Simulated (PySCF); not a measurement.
A calculated (wB97M-V, PySCF 2.14, def2-QZVPPD, the non-relativistic Hamiltonian (point nucleus)) atom or ion has these occupied shells.

```csv
shell,electrons,orbital energy (eV),"rms radius, mean of both spins (bohr)"
1s α,1,-7568.6,0.0659
1s β,1,-7568.6,0.0659
2s α,1,-904.16,0.280
2s β,1,-902.07,0.280
2p α,3,-782.81,0.250
2p β,3,-781.17,0.250
3s α,1,-110.35,0.839
3s β,1,-106.28,0.839
3p α,3,-73.823,0.893
3p β,3,-69.350,0.893
3d α,5,-14.651,1.21
3d β,2,-12.210,1.21
4s α,1,-8.196,3.22
4s β,1,-7.781,3.22
```

Q: Name the element and its charge.

A: Co (cobalt, neutral), in [Ar] 3d7 4s2, high-spin 4F determinant.
